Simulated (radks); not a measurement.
Pm5+, configuration [Kr] 4d10 4f3 5s2 5p5.

Calculated with a radial shooting solver on a logarithmic mesh with Libxc functionals: scalar-relativistic Kohn-Sham, r2SCAN, spin-polarised, spherical densities, finite nucleus; open shells are filled with parallel spins first (spin-orbit coupling, left out, can overturn this in heavy ions); meta-GGA in the generalised Kohn-Sham scheme; Fermi nuclear charge, rms radius 4.962 fm.

Energy parts (hartree):
| part | energy |
|---|---|
| total | -10015.6352 |
| kinetic | 10682.8525 |
| electron-nucleus | -24213.4388 |
| Hartree | 3741.8345 |
| exchange-correlation | -226.8834 |

Orbitals (lengths in bohr, moments of r in powers of bohr):
| orbital | occ. | eigenvalue (hartree) | <1/r> |
|---|---|---|---|
| 1s up | 1 | -1659.488 | 67.41 |
| 1s down | 1 | -1659.483 | 67.41 |
| 2s up | 1 | -272.6895 | 15.61 |
| 2s down | 1 | -272.6891 | 15.61 |
| 2p up | 3 | -243.6650 | 14.67 |
| 2p down | 3 | -243.6622 | 14.67 |
| 3s up | 1 | -61.80518 | 5.709 |
| 3s down | 1 | -61.75255 | 5.713 |
| 3p up | 3 | -52.64232 | 5.381 |
| 3p down | 3 | -52.58866 | 5.385 |
| 3d up | 5 | -40.08041 | 5.098 |
| 3d down | 5 | -40.03733 | 5.101 |
| 4s up | 1 | -14.48818 | 2.392 |
| 4s down | 1 | -14.35089 | 2.391 |
| 4p up | 3 | -11.44942 | 2.208 |
| 4p down | 3 | -11.31126 | 2.208 |
| 4d up | 5 | -7.13688 | 1.946 |
| 4d down | 5 | -6.99558 | 1.945 |
| 4f up | 3 | -2.48999 | 1.477 |
| 4f down | 0 | -2.34740 | 1.470 |
| 5s up | 1 | -3.75335 | 0.9831 |
| 5s down | 1 | -3.64018 | 0.9704 |
| 5p up | 3 | -2.92048 | 0.8713 |
| 5p down | 2 | -2.82376 | 0.8572 |

The highest occupied level is 4f up at -67.756 eV. Spin moment in Bohr magnetons: 4. The electron density at the nucleus is 5.136e+05 e/bohr^3 (large components only). For comparison, the ionisation energy in NIST's Atomic Spectra Database is 85 eV (theoretical). In exact Kohn-Sham theory the highest level is minus the ionisation energy, but local and semilocal functionals leave it too shallow, through self-interaction and a potential that decays too fast; potentials with the right tail come closer. Summed over all electrons, <r^2> = 29.73 bohr^2, which gives a Langevin (diamagnetic) susceptibility term of -23.5 x 10^-6 cm^3/mol.
